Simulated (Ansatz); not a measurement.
C2H7FOSi can be A, `FCOC[SiH3]`, or B, `C[SiH](F)CO`.

Isolated molecules relaxed with PBE0-D4/def2-TZVP in Ansatz; ΔE leaves out vibrations. CCSD(T)/CBS is the MP2 limit (def2-TZVPP, def2-QZVPP) plus CCSD(T) − MP2 in def2-TZVPP, frozen cores. Functionals use def2-TZVPP. B3LYP here is the variant with VWN-RPA as its local correlation; programs differ in this. Each species was taken in one conformer, which may not be the lowest.

A:

```xyz
12

F     1.954    0.113    0.128
C     1.373   -1.002   -0.462
O     0.205   -1.326    0.152
C    -0.884   -0.449   -0.124
Si   -0.771    1.300    0.622
H     2.062   -1.837   -0.331
H     1.234   -0.748   -1.522
H    -1.764   -0.937    0.301
H    -1.049   -0.389   -1.209
H    -0.321    1.230    2.033
H    -2.155    1.850    0.574
H     0.115    2.194   -0.163
```

B:

Z-matrix (Å, degrees):
```
C
Si 1 1.855
H 1 1.093 2 111.3
H 1 1.092 2 110.9 3 120.6
H 1 1.094 2 110.4 3 -120.0
F 2 1.613 1 109.2 3 -60.4
C 2 1.879 1 113.4 3 56.0
H 2 1.485 1 111.8 3 -177.8
O 7 1.422 2 111.7 1 -170.4
H 7 1.095 2 109.9 1 71.4
H 7 1.101 2 110.8 1 -45.5
H 9 0.961 7 108.3 2 52.8
```

(1) Which is lower in electronic energy at CCSD(T)/CBS, and by how much? (Estimate.)

(2) Give E(B) − E(A) in kJ/mol with PBE-D4, PBE0-D4, CCSD/def2-TZVPP, MP2/def2-TZVPP, CCSD(T)/def2-TZVPP, B2PLYP, B3LYP. (Estimate.)

Largest T1 diagnostic: 0.012.

Answers

(1) Computed: B, by 275.1 kJ/mol.

(2) Ansatz gave: PBE-D4 -254.1, PBE0-D4 -261.8, CCSD/def2-TZVPP -267.4, MP2/def2-TZVPP -279.9, CCSD(T)/def2-TZVPP -265.3, B2PLYP -267.8, B3LYP -261.7. None reverses the order clearly.

From PBE to PBE0 (25 % exact exchange), in def2-TZVPP and without D4, E(B) − E(A) moves by −7.6 kJ/mol. In def2-TZVPP, CCSD(T) changes the Hartree–Fock value by −4.7 kJ/mol (the triples alone add +2.2 kJ/mol) and MP2 by −19.3 kJ/mol.
